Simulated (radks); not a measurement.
Values are calculated unless marked as measured or tabulated.
Excited configurations of neutral antimony: one electron is placed in a higher orbital outside [Kr] 4d10 5s2 5p2. The ground configuration is [Kr] 4d10 5s2 5p3. Level of theory: scalar-relativistic Kohn-Sham, PBE, spin-polarised, spherical densities, point nucleus; open shells are filled with parallel spins first (spin-orbit coupling, left out, can overturn this in heavy ions) (a radial shooting solver on a logarithmic mesh with Libxc functionals). Excitation = E - E(ground); binding = E(ion) - E, where the ion is the core of charge +1; n* = 1/sqrt(2 binding) in atomic units, and the quantum defect is n - n*.

outer orbital  excitation (eV)  binding (eV)     n*  <r> (bohr)
4f                       7.995         0.972  3.741       16.44
6p                       6.644         2.323  2.420       8.707
6d                       7.677         1.291  3.247       14.71
7s                       7.273         1.694  2.834       13.36
7p                       7.664         1.303  3.231       16.69

The Delta-SCF ionisation energy is 8.968 eV (NIST Atomic Spectra Database: 8.608 eV, measured). Self-interaction in the functional shifts the binding energies and quantum defects, so they are the method's values and not measured ones. Open shells are spherical and high-spin; term and fine-structure splittings are not resolved. Spin-orbit splitting is averaged out at the scalar-relativistic level.
